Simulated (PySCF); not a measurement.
This PySCF input asks for the NMR shieldings of `C1[Si@@H](C(=O)O)SCC1`, C$_{4}$H$_{8}$O$_{2}$SSi; the geometry comes from GFN2-xTB.

```python
import basis_set_exchange as bse
import numpy as np
from pyscf import gto, dft
from pyscf.prop import nmr

atoms = """
O     3.331058   -1.017173    0.993645
C     2.440568   -0.418105    0.451020
O     2.660394    0.524201   -0.469603
Si    0.576207   -0.678433    0.795220
C    -0.474783   -0.723349   -0.789645
C    -1.795667   -0.054311   -0.425415
C    -1.523060    1.271980    0.258741
S    -0.351101    1.051271    1.656336
H     3.612718    0.666251   -0.610714
H     0.409995   -1.827119    1.679204
H     0.010720   -0.165972   -1.593104
H    -0.646291   -1.734990   -1.151790
H    -2.355818   -0.699786    0.253977
H    -2.409506    0.120657   -1.312493
H    -1.067875    1.984681   -0.428332
H    -2.425157    1.709142    0.681540
"""
names = dict.fromkeys(["O", "C", "Si", "S", "H"], "pcSseg-1")
basis = {el: gto.basis.parse(bse.get_basis(n, elements=[el], fmt="nwchem")) for el, n in names.items()}
mol = gto.M(atom=atoms, basis=basis, charge=0, verbose=0)
mf = dft.RKS(mol, xc="PBE0")
mf.grids.level = 2
mf.grids.alignment = dft.numint.BLKSIZE   # the property module wants whole blocks of grid points
mf.conv_tol = 1e-9
mf.kernel()

calc = nmr.RKS(mf)   # GIAO
C = mf.mo_coeff
Co = C[:, mf.mo_occ > 0]
resp = mf.gen_response(singlet=True, hermi=2)
def vind(x):   # induced exchange potential for any number of trial vectors
    d = np.einsum("pi,xij,qj->xpq", C, 2 * x.reshape(-1, C.shape[1], Co.shape[1]), Co, optimize=True)
    return np.einsum("xpq,pi,qj->xij", resp(d - d.transpose(0, 2, 1)), C, Co, optimize=True).ravel()
mo1, _ = nmr.rhf.solve_mo1(calc, with_cphf=vind)
sigma = calc.kernel(mo1)
for i, s in enumerate(sigma):   # ppm
    w = np.linalg.eigvalsh((s + s.T) / 2)
    print("%2d %-2s iso %8.1f  s11 %8.1f  s22 %8.1f  s33 %8.1f" % (i, mol.atom_pure_symbol(i), w.mean(), *w))
```

Question: What are the results?

Answer: 
```
 0 O  iso   -185.3  s11   -528.9  s22   -274.5  s33    247.5
 1 C  iso      2.7  s11   -105.0  s22     33.3  s33     79.8
 2 O  iso    106.0  s11    -69.2  s22    149.1  s33    238.2
 3 Si iso    352.6  s11    318.5  s22    365.6  s33    373.7
 4 C  iso    168.2  s11    149.7  s22    168.1  s33    186.8
 5 C  iso    154.0  s11    133.9  s22    153.4  s33    174.8
 6 C  iso    146.2  s11    108.4  s22    162.9  s33    167.3
 7 S  iso    641.8  s11    499.1  s22    602.0  s33    824.3
 8 H  iso     25.2  s11     18.6  s22     23.1  s33     33.8
 9 H  iso     26.7  s11     22.4  s22     24.3  s33     33.4
10 H  iso     30.6  s11     25.9  s22     28.2  s33     37.7
11 H  iso     30.2  s11     25.2  s22     27.5  s33     37.9
12 H  iso     30.4  s11     25.8  s22     27.8  s33     37.6
13 H  iso     29.4  s11     23.7  s22     26.9  s33     37.5
14 H  iso     28.8  s11     23.0  s22     26.8  s33     36.5
15 H  iso     28.6  s11     22.1  s22     26.8  s33     36.9
```

These numbers come from an equivalent density-fitted implementation of the same equations, which agrees with the script to about 0.01 ppm for H and up to a few tenths of a ppm for heavy atoms, so last digits may differ.

Question: Turn these shieldings into chemical shifts. References, each an isolated molecule treated in the same way: 17O (336.08 ppm) against H2O; 13C (186.93 ppm), 29Si (349.16 ppm), 1H (31.72 ppm) vs TMS; 33S (503.73 ppm) vs CS2.

Answer: Averaging equivalent atoms: O 0: 521.4; O 2: 230.0; C 1: 184.2; C 6: 40.7; C 5: 32.9; C 4: 18.7; Si 3: -3.4; S 7: -138; H 8: 6.55; H 9: 5.02; H 15: 3.09; H 14: 2.94; H 13: 2.33; H 11: 1.51; H 12: 1.32; H 10: 1.14 ppm. Unscaled 17O shifts of doubly bonded oxygen tend to come out too high, by tens of ppm or more. Experimental scales use liquid or dissolved standards, which lie at an offset from isolated H2O (liquid H2O: subtract about 36 ppm).

Size and cost of the density-fitted run: 190 basis functions, 46 s wall time on 1 thread of an Arm Neoverse N1, shared host; peak memory 0.9 GiB.
